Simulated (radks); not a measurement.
The numbers below are computed, except where a source is named.
The fluorine ion F1.5+, configuration 1s(up 1, down 0.5) 2s2 2p4 (fractional occupations, a model configuration).

Level of theory: scalar-relativistic Kohn-Sham, LDA (Slater exchange, Perdew-Wang correlation), spin-polarised, spherical densities, finite nucleus; open shells are filled with parallel spins first; Fermi nuclear charge, rms radius 2.8976 fm (a radial shooting solver on a logarithmic mesh with Libxc functionals).

Energy parts (Ry):
total: -171.42723
kinetic: 171.02276
electron-nucleus: -401.45596
Hartree: 75.27387
exchange-correlation: -16.26791

Orbitals (lengths in bohr, moments of r in powers of bohr; <r^-3> diverges for s and p1/2):
orbital	occ.	eigenvalue (Ry)	<r^-3>	<1/r>
1s up	1	-54.00688	-	8.729
1s down	0.5	-52.71664	-	8.686
2s up	1	-4.51150	-	1.613
2s down	1	-4.16199	-	1.565
2p up	3	-3.16799	11.86	1.529
2p down	1	-2.80294	10.71	1.465

The highest occupied level is 2p down at -38.136 eV. The spin density at the nucleus is 114.7 e/bohr^3 (1s 113.8, 2s 0.9).
